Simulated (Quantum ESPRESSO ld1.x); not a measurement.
Results of a calculation; reference values are marked as such.
Isoelectronic series with 18 electrons, each ion in its NIST ground configuration. Code: ld1.x of Quantum ESPRESSO 7.5. Model: scalar-relativistic Kohn-Sham, PBE, spin-unpolarised, spherical densities, point nucleus. Total energies (hartree) and mean radii <r> (bohr):

ion    configuration  E (hartree)      3p      3s      2p      2s
Ar              [Ar]     -529.230   1.664   1.406  0.3767  0.4141
Ca2+            [Ar]     -679.659   1.258   1.152  0.3277  0.3643
Cr6+            [Ar]    -1040.939  0.8719  0.8458  0.2597  0.2928
Fe8+            [Ar]    -1251.915  0.7594  0.7473  0.2351  0.2664
Ni10+           [Ar]    -1483.254  0.6735  0.6696  0.2147  0.2442
Zn12+           [Ar]    -1735.083  0.6053  0.6065  0.1975  0.2253
Ge14+           [Ar]    -2007.549  0.5499  0.5542  0.1828  0.2090
Se16+           [Ar]    -2300.811  0.5039  0.5102  0.1701  0.1948
Kr18+           [Ar]    -2615.047  0.4650  0.4725  0.1590  0.1823
Sr20+           [Ar]    -2950.448  0.4316  0.4399  0.1492  0.1712
Zr22+           [Ar]    -3307.221  0.4027  0.4113  0.1405  0.1613

Estimate the row of Ti4+ ([Ar]).

Answer. E (hartree) -850.215; 3p 1.027; 3s 0.9748; 2p 0.2899; 2s 0.3248.
